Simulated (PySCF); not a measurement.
## Spin-rotation constants: `C#CP[P@](=S)(CC)C(F)(F)F`, C5H7F3P2S

Geometry (Å), atoms numbered from 1 in this order:
```xyz
18

C     3.8280    0.2286   -0.8255
C     2.8652    0.7605   -0.3396
P     1.4853    1.4621    0.4962
P     0.0519    0.2625   -0.6918
S     0.0694    0.2369   -2.6296
C    -1.5782    0.5619    0.1442
C    -2.7332   -0.0336   -0.6474
C     0.4891   -1.4381    0.0513
F    -0.5671   -2.2571    0.0861
F     0.9224   -1.3080    1.3176
F     1.4502   -2.0509   -0.6340
H     4.6551   -0.2212   -1.2923
H     1.3234    2.5276   -0.4062
H    -1.5269    0.1606    1.1608
H    -1.6813    1.6509    0.2093
H    -2.6791   -1.1199   -0.6577
H    -2.7014    0.3203   -1.6771
H    -3.6816    0.2632   -0.2055
```

Theory: PySCF 2.14.0, GIAO CAM-B3LYP/pcSseg-1 magnetisability, rotational g tensor and spin-rotation constants, non-relativistic, gas phase. Geometry: GFN2-xTB.

Question: Give the nuclear spin-rotation constants along the inertial axes (H = +C I·J) beside the isotropic shieldings.

Answer: Rotational constants 0.8954, 0.6535, 0.5766 GHz. A star marks the isotopologue with that one atom substituted, in its own axes.
| atom | isotope | Caa (kHz) | Cbb (kHz) | Ccc (kHz) | mean (kHz) | σ (ppm) |
| --- | --- | --- | --- | --- | --- | --- |
| P3 | 31P | 1.133 | 0.919 | 0.787 | 0.947 | 414.9 |
| P4 | 31P | 1.788 | 1.179 | 0.874 | 1.280 | 241.2 |
| F9 | 19F | 0.970 | 0.891 | 0.676 | 0.846 | 260.3 |
| F10 | 19F | 0.995 | 0.921 | 0.716 | 0.877 | 252.1 |
| F11 | 19F | 0.903 | 1.042 | 0.701 | 0.882 | 248.9 |
| H12 | 1H | -0.053 | -0.071 | -0.024 | -0.049 | 29.4 |
| H13 | 1H | -0.095 | 0.031 | -0.067 | -0.044 | 27.9 |
| H14 | 1H | -0.097 | -0.021 | -0.033 | -0.050 | 29.6 |
| H15 | 1H | -0.099 | -0.016 | -0.043 | -0.053 | 30.3 |
| H16 | 1H | -0.083 | -0.017 | -0.048 | -0.049 | 30.5 |
| H17 | 1H | -0.086 | -0.024 | -0.033 | -0.047 | 29.8 |
| H18 | 1H | -0.028 | -0.073 | -0.035 | -0.045 | 30.5 |
| C1 | 13C* | 0.231 | 0.239 | 0.125 | 0.199 | 76.9 |
| C2 | 13C* | 0.187 | 0.213 | 0.091 | 0.164 | 109.9 |
| S5 | 33S* | 0.145 | 0.080 | 0.111 | 0.112 | 709.7 |
| C6 | 13C* | 0.143 | 0.114 | 0.091 | 0.116 | 153.6 |
| C7 | 13C* | 0.119 | 0.085 | 0.074 | 0.093 | 175.8 |
| C8 | 13C* | 0.285 | 0.210 | 0.183 | 0.226 | 48.4 |

For the geometry as given, no vibrational averaging.
